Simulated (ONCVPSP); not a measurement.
Hf (Z = 72), ONCV: configuration errors across variants

Hf, optimised norm-conserving Vanderbilt (ONCV), made with ONCVPSP 4.0.1 (PBE, scalar-relativistic). Core [Kr] 4d10 4f14, reference 5s2 5p6 5d2 (charge +2). Waves: 5s: rc 1.70 bohr, ncon 4, nbas 8, qcut 8.3 1/bohr, 2 projectors, debl 0.9 Ha; 5p: rc 1.75 bohr, ncon 4, nbas 7, qcut 8.4 1/bohr, 2 projectors, debl 1 Ha; 5d: rc 2.45 bohr, ncon 3, nbas 8, qcut 6.3 1/bohr, 2 projectors, debl 3.9 Ha. Local part: polynomial inside 1.60 bohr (lpopt 2, dvloc0 2 Ha). Core correction: none.

In the s channel the program set the typed energies aside and used -3.017, 0.250 Ha. In the p channel the program set the typed energies aside and used -1.860, 0.250 Ha.

All-electron excitation energies from the reference (eV): (1) 5s2 5p6 5d2 6s2 -22.157; (2) 5s2 5p6 5d2 6s1 -14.180; (3) 5s2 5p6 5d1 21.794; (4) 5s2 5p6 5d3 6s1 -19.564.

3 further variants failed, have other tests or too few solved ones, and are left out.

A true bound ghost makes a file unfit for plane-wave use even where its test errors are small: the radial tests pick states by their node count and pass the ghost by.

Errors AE − PS in meV (a dash: test not solved or not reliable):

```tsv
change	(1)	(2)	(3)	(4)	bound ghosts	GHOST(+) flags above zero
base	+54	+21	-9.4	+30	none	s, p
s: rc 1.58; local potential polynomial inside 1.58 bohr (lpopt 2, dvloc0 2 Ha)	+54	+21	-9.3	+30	s	none
s: rc 2	+54	+21	-9.4	+31	none	p
s: rc 2.2	+55	+22	-9.4	+32	none	p
```

Give the same row for: s: rc 1.82.

+54, +21, -9.4, +31; bound ghosts: none; GHOST(+) flags above zero: s, p.
